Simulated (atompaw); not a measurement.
What one change does to a pseudopotential (titanium (Ti), PAW (atompaw))

titanium, PAW, made with atompaw 4.2.0.5 (PBE, scalar-relativistic). Core [Ne], reference 3s2 3p6 3d2 4s1 4p0 (charge +1). Waves: 3s (bound): rc 1.60 bohr; 4s (bound): rc 2.15 bohr; 3p (bound): rc 1.90 bohr; 4p (bound, empty): rc 2.15 bohr; 3d (bound): rc 2.15 bohr; 3d channel at 0.15 Ry: rc 2.15 bohr. Local part: bessel scheme, radius 1.65 bohr. Core correction: smooth core density matched at 1.40 bohr. Augmentation charge: besselshape compensation charge, radius 1.85 bohr; PAW radius 2.15 bohr; waves and projectors: custom polynom2 7 10 vanderbiltortho.

Change: local potential bessel scheme, radius 0.98 bohr.

Cutoffs: the cutoffs (Ry, on a coarse ladder) from which the occupation-weighted sum of valence levels, in a spherical-Bessel basis at the reference potential, stays within 10 and 1 mRy of its value at 400 Ry; they do not see the model core or the augmentation charge, which bear on the density cutoff.

What does the change do?

The potential gets neither clearly harder nor softer (21 Ry and 25 Ry → 21 Ry and 25 Ry); the range in which the s phases agree narrows (upper end at the end of the scan → 1.8); the range in which the p phases agree narrows (upper end at the end of the scan → 0.8); neither file shows a bound ghost.

```tsv
quantity	base	changed
cutoff, loose	21 Ry	21 Ry
cutoff, tight	25 Ry	25 Ry
bound ghosts	none	none
s: phases at 2.16 bohr within 0.05 rad from the reference energy up to (Ry; the scan ends near 5)	to the end of the scan	1.8
p: phases at 2.16 bohr within 0.05 rad from the reference energy up to (Ry; the scan ends near 5)	to the end of the scan	0.8
d: phases at 2.16 bohr within 0.05 rad from the reference energy up to (Ry; the scan ends near 5)	2.2	2.4
lowest overlap eigenvalue by channel	s 0.58, p 0.79, d 0.93	s 0.56, p 0.74, d 0.94
```

 The cutoffs see the waves, projectors and local potential, not the compensation charge or the core.
